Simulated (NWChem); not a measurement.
System: Sr

NWChem printed, in part:

```
             Northwest Computational Chemistry Package (NWChem) 7.3.0
             --------------------------------------------------------

                             Geometry "geometry" -> ""
                             -------------------------

 Output coordinates in angstroms (scale by  1.889725989 to convert to a.u.)

  No.       Tag          Charge          X              Y              Z
 ---- ---------------- ---------- -------------- -------------- --------------
    1 Sr                  38.0000     0.00000000     0.00000000     0.00000000

 Effective nuclear repulsion energy (a.u.)       0.0000000000

                                 NWChem DFT Module
                                 -----------------

 Summary of "ao basis" -> "ao basis" (spherical)
 ------------------------------------------------------------------------------
       Tag                 Description            Shells   Functions and Types
 ---------------- ------------------------------  ------  ---------------------
 Sr                         def2-svp                 9       23   4s3p2d

            General Information
            -------------------
          SCF calculation type: DFT
          Wavefunction type:  closed shell.
          No. of atoms     :     1
          No. of electrons :    10
           Alpha electrons :     5
            Beta electrons :     5
          Charge           :     0
          Spin multiplicity:     1
          Use of symmetry is: off; symmetry adaption is: off
          Maximum number of iterations: 150
          AO basis - number of functions:    23
                     number of shells:     9
          Convergence on energy requested:  1.00D-06
          Convergence on density requested:  1.00D-05
          Convergence on gradient requested:  5.00D-04

              XC Information
              --------------
                      r^2SCAN Method XC Functional
               r^2SCAN metaGGA Exchange Functional  1.000
                     r^2SCAN Correlation Potential  1.000

             Grid Information
             ----------------
          Grid used for XC integration:  xcoarse
          Radial quadrature: Mura-Knowles
          Angular quadrature: Lebedev.
          Tag              B.-S. Rad. Rad. Pts. Rad. Cut. Ang. Pts.
          ---              ---------- --------- --------- ---------
          Sr                  2.00       84           8.0       194
          Grid pruning is: on
          Number of quadrature shells:    84
          Spatial weights used:  Erf1

      Superposition of Atomic Density Guess
      -------------------------------------

 Sum of atomic energies:         -34.88064279

      Non-variational initial energy
      ------------------------------

 Total energy =     -30.338782
 1-e energy   =     -49.790785
 2-e energy   =      19.452003
 HOMO         =      -0.180974
 LUMO         =       0.030123

     ---------------------------------------------
      Total Density - Mulliken Population Analysis
     ---------------------------------------------

    Atom       Charge   Shell Charges
 -----------   ------   -------------------------------------------------------
    1 Sr  10    10.00   0.75  1.21  0.91  1.12  5.85  0.15  0.00  0.00  0.00

   convergence    iter        energy       DeltaE   RMS-Dens  Diis-err
 ---------------- ----- ----------------- --------- --------- ---------
 d= 0,ls=0.0,diis     1    -30.6779471805 -3.07D+01  1.94D-02  7.51D-03
 d= 0,ls=0.0,diis     2    -30.6788277101 -8.81D-04  1.26D-03  1.73D-04
 d= 0,ls=0.0,diis     3    -30.6788614954 -3.38D-05  5.84D-04  6.03D-06
 d= 0,ls=0.0,diis     4    -30.6788632236 -1.73D-06  2.40D-05  3.17D-08
 d= 0,ls=0.0,diis     5    -30.6788632312 -7.54D-09  6.22D-08  3.94D-13

         Total DFT energy =      -30.678863231179
      One electron energy =      -49.914894062724
           Coulomb energy =       23.453252573546
    Exchange-Corr. energy =       -4.217221742001
 Nuclear repulsion energy =        0.000000000000

 Numeric. integr. density =        9.999996838188

                       DFT Final Molecular Orbital Analysis
                       ------------------------------------

 Vector    3  Occ=2.000000D+00  E=-8.794516D-01
              MO Center= -1.1D-16,  1.3D-16, -1.4D-16, r^2= 8.0D-01
   Bfn.  Coefficient  Atom+Function         Bfn.  Coefficient  Atom+Function
  ----- ------------  ---------------      ----- ------------  ---------------
     5      0.760808  1 Sr px                 6     -0.502131  1 Sr py
     7     -0.350109  1 Sr pz                 8      0.031209  1 Sr px

 Vector    4  Occ=2.000000D+00  E=-8.794516D-01
              MO Center=  2.3D-16, -4.6D-17, -2.0D-16, r^2= 8.0D-01
   Bfn.  Coefficient  Atom+Function         Bfn.  Coefficient  Atom+Function
  ----- ------------  ---------------      ----- ------------  ---------------
     6      0.619470  1 Sr py                 5      0.612116  1 Sr px
     7      0.441714  1 Sr pz                 9      0.025411  1 Sr py
     8      0.025109  1 Sr px

 Vector    5  Occ=2.000000D+00  E=-1.316382D-01
              MO Center=  6.0D-15,  8.5D-15,  6.6D-15, r^2= 6.2D+00
   Bfn.  Coefficient  Atom+Function         Bfn.  Coefficient  Atom+Function
  ----- ------------  ---------------      ----- ------------  ---------------
     3      0.678396  1 Sr s                  4      0.520013  1 Sr s
     2     -0.475142  1 Sr s                  1     -0.126656  1 Sr s

 Vector    6  Occ=0.000000D+00  E=-4.263640D-02
              MO Center=  6.7D-14,  4.0D-14,  3.2D-14, r^2= 9.7D+00
   Bfn.  Coefficient  Atom+Function         Bfn.  Coefficient  Atom+Function
  ----- ------------  ---------------      ----- ------------  ---------------
    11      0.831472  1 Sr px                12      0.296056  1 Sr py
     5     -0.291216  1 Sr px                13     -0.191993  1 Sr pz
     8      0.171986  1 Sr px                 6     -0.103691  1 Sr py
     7      0.067244  1 Sr pz                 9      0.061238  1 Sr py
    10     -0.039713  1 Sr pz

 Vector    7  Occ=0.000000D+00  E=-4.263640D-02
              MO Center=  5.4D-14,  3.9D-14,  4.9D-14, r^2= 9.7D+00
   Bfn.  Coefficient  Atom+Function         Bfn.  Coefficient  Atom+Function
  ----- ------------  ---------------      ----- ------------  ---------------
    13      0.817666  1 Sr pz                 7     -0.286381  1 Sr pz
    11      0.281629  1 Sr px                12     -0.260696  1 Sr py
    10      0.169130  1 Sr pz                 5     -0.098638  1 Sr px
     6      0.091307  1 Sr py                 8      0.058254  1 Sr px
     9     -0.053924  1 Sr py

 Vector    8  Occ=0.000000D+00  E=-4.263640D-02
              MO Center= -7.9D-13, -1.5D-13, -1.2D-12, r^2= 9.7D+00
   Bfn.  Coefficient  Atom+Function         Bfn.  Coefficient  Atom+Function
  ----- ------------  ---------------      ----- ------------  ---------------
    12      0.812554  1 Sr py                13      0.332289  1 Sr pz
     6     -0.284590  1 Sr py                11     -0.212592  1 Sr px
     9      0.168073  1 Sr py                 7     -0.116382  1 Sr pz
     5      0.074459  1 Sr px                10      0.068732  1 Sr pz
     8     -0.043974  1 Sr px

     ---------------------------------------------
      Total Density - Mulliken Population Analysis
     ---------------------------------------------

    Atom       Charge   Shell Charges
 -----------   ------   -------------------------------------------------------
    1 Sr  10    10.00   0.76  1.20  1.10  0.94  5.86  0.14  0.00  0.00  0.00

     -------------------------------------------
      Total Density - Lowdin Population Analysis
     -------------------------------------------

    Atom       Charge   Shell Charges
 -----------   ------   -------------------------------------------------------
    1 Sr  10    10.00   0.85  1.11  0.97  1.07  5.35  0.63  0.03  0.00  0.00

            General Information
            -------------------
          SCF calculation type: DFT
          Wavefunction type:  closed shell.
          No. of atoms     :     1
          No. of electrons :    10
           Alpha electrons :     5
            Beta electrons :     5
          Charge           :     0
          Spin multiplicity:     1
          Use of symmetry is: off; symmetry adaption is: off
          Maximum number of iterations: 150
          AO basis - number of functions:    23
                     number of shells:     9
          Convergence on energy requested:  1.00D-06
          Convergence on density requested:  1.00D-05
          Convergence on gradient requested:  5.00D-04

              XC Information
              --------------
                      r^2SCAN Method XC Functional
               r^2SCAN metaGGA Exchange Functional  1.000
                     r^2SCAN Correlation Potential  1.000

             Grid Information
             ----------------
          Grid used for XC integration:  xcoarse
          Radial quadrature: Mura-Knowles
          Angular quadrature: Lebedev.
          Tag              B.-S. Rad. Rad. Pts. Rad. Cut. Ang. Pts.
          ---              ---------- --------- --------- ---------
          Sr                  2.00       84           8.0       194
          Grid pruning is: on
          Number of quadrature shells:    84
          Spatial weights used:  Erf1

          Convergence Information
          -----------------------
          Convergence aids based upon iterative change in
          total energy or number of iterations.
          Levelshifting, if invoked, occurs when the
          HOMO/LUMO gap drops below (HL_TOL):  1.00D-02
          DIIS, if invoked, will attempt to extrapolate
          using up to (NFOCK): 10 stored Fock matrices.

                    Damping( 0%)  Levelshifting(0.5)       DIIS
                  --------------- ------------------- ---------------
          dE  on:    start            ASAP                start
          dE off:    2 iters        150 iters           150 iters

                            NWChem DFT Gradient Module
                            --------------------------

  charge          =   0.00
  wavefunction    = closed shell

                         DFT ENERGY GRADIENTS

    atom               coordinates                        gradient
                 x          y          z           x          y          z
   1 Sr      0.000000   0.000000   0.000000    0.000000  -0.000000  -0.000000
```

Level: r2SCAN/def2-SVP with def2 effective core potentials on Sr. def2 effective core potentials on Sr; no spin-orbit coupling.

**Question.** Write an input that gives this output.

**Answer.** Several could match; the one computed here: the input that was run:
```
start job
memory heap 200 mb stack 900 mb global 1100 mb
geometry units angstroms noautoz
  Sr     0.000000     0.000000     0.000000
end
basis spherical
  * library def2-svp
end
ecp
  Sr library def2-ecp
end
dft
  xc r2scan
  grid xcoarse
  iterations 150
  mulliken
end
task dft gradient
```
